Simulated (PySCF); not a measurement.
C6H6.

```xyz
12

C      2.9798     0.0097     0.6722
C      1.8412    -0.4524     0.2091
C      0.6939    -0.9332    -0.2644
C     -0.5552    -0.2489    -0.2364
C     -1.6491     0.3094    -0.2303
C     -2.9389     0.9824    -0.2166
H      3.2909    -0.1636     1.7180
H      3.6680     0.5938     0.0351
H      0.7072    -1.9454    -0.7170
H     -3.7366     0.3401    -0.6451
H     -2.9136     1.9220    -0.8087
H     -3.2462     1.2513     0.8165
```

Coordinates come from a PBE-D3(BJ)/def2-SVP optimisation.

Level of theory: PBE0/pcSseg-1 in PySCF. Non-relativistic, no solvent.

Computed absolute GIAO shielding of each atom: isotropic value and principal components (ppm):
```
atom  σ(iso)    σ11    σ22    σ33   span
----  ------  -----  -----  -----  -----
C1     101.3   12.3  128.2  163.3  151.1
C2     -53.9  -71.5  -59.7  -30.6   40.9
C3     100.3   21.1  121.6  158.1  137.0
C4     107.9   19.4   25.9  278.4  259.0
C5      83.9   16.3   19.8  215.7  199.5
C6     176.6  168.2  169.7  191.7   23.5
H7      25.8   24.0   24.5   29.0    4.9
H8      25.8   24.0   24.5   29.0    4.9
H9      25.5   21.7   26.3   28.4    6.7
H10     28.9   24.3   27.1   35.4   11.2
H11     28.9   24.1   27.1   35.5   11.4
H12     28.9   24.1   27.1   35.5   11.4
```
